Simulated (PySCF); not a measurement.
SMILES [Si](Cl)(Cl)(C#C[SiH2]F)Cl (C2H2Cl3FSi2) (B3LYP/def2-SVP optimised geometry):

```
10

Si    -2.346    -3.199    -4.013
F     -1.796    -4.726    -4.056
C     -1.706    -2.386    -2.492
C     -1.295    -1.818    -1.488
Si    -0.684    -0.969     0.000
Cl    -1.369     0.969     0.000
Cl    -1.369    -1.936     1.677
Cl     1.369    -0.969     0.000
H     -1.832    -2.478    -5.202
H     -3.826    -3.230    -3.964
```

Level of theory: B3LYP/def2-TZVP run with PySCF.

Question: What are the frontier orbital energies and the dipole moment?

Answer: HOMO-2 -9.15 eV, HOMO-1 -8.80 eV, HOMO -8.65 eV, LUMO -2.09 eV, LUMO+1 -1.75 eV; dipole moment 1.54 D.

On the same geometry PBE/def2-TZVP run with PySCF 2.14.0 gives HOMO-2 -8.02 eV, HOMO-1 -7.83 eV, HOMO -7.66 eV, LUMO -2.80 eV, LUMO+1 -2.46 eV; dipole moment 1.43 D.

Meta-Löwdin charges at B3LYP/def2-TZVP: Si1 0.99, F2 -0.50, C3 -0.25, C4 -0.28, Si5 1.01, Cl6 -0.25, Cl7 -0.25, Cl8 -0.25, H9 -0.10, H10 -0.10.
